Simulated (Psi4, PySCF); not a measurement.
Input for Psi4:
```
memory 2 GB

molecule mol {
1 2
B    -0.056476    0.055172   -0.053643
C     1.514119   -0.137915   -0.226172
H     2.027557   -0.855002    0.405588
H     1.941044    0.848532   -0.034247
H     1.655295   -0.431612   -1.268203
C    -0.492035   -0.769523    1.236312
H    -1.342356   -1.375379    0.917082
H    -0.798085   -0.013843    1.962574
H     0.233452   -1.419850    1.713489
C    -0.976054    0.864609   -0.965494
H    -1.853923    1.283592   -0.467070
H    -1.363510    0.232707   -1.769887
H    -0.493276    1.711972   -1.458981
}

set {
  basis sto-3g
  reference uhf
  freeze_core true
  mp2_type conv
  scf_type pk
  puream true
  d_convergence 1e-8
}

energy('mp2')
print_variables()
```

Convert this to an input for PySCF.

One answer among several that fit: 
```python
from pyscf import gto, scf, mp

mol = gto.M(
    atom='''
B    -0.05647573    0.05517160   -0.05364308
C     1.51411882   -0.13791460   -0.22617234
H     2.02755724   -0.85500214    0.40558796
H     1.94104364    0.84853152   -0.03424725
H     1.65529476   -0.43161225   -1.26820282
C    -0.49203480   -0.76952308    1.23631151
H    -1.34235646   -1.37537941    0.91708171
H    -0.79808470   -0.01384345    1.96257438
H     0.23345189   -1.41985028    1.71348884
C    -0.97605379    0.86460885   -0.96549414
H    -1.85392301    1.28359200   -0.46707029
H    -1.36351003    0.23270689   -1.76988686
H    -0.49327601    1.71197205   -1.45898050
''',
    basis='sto-3g',
    charge=1,
    spin=1,
    verbose=4,
)

mf = scf.UHF(mol)
mf.kernel()

pt = mp.MP2(mf, frozen=4)
pt.kernel()
print('E(MP2) = %.10f' % pt.e_tot)
```

Both were run: Psi4 gave -141.723674 Eh and PySCF -141.723674 Eh, 0.000 mEh apart.
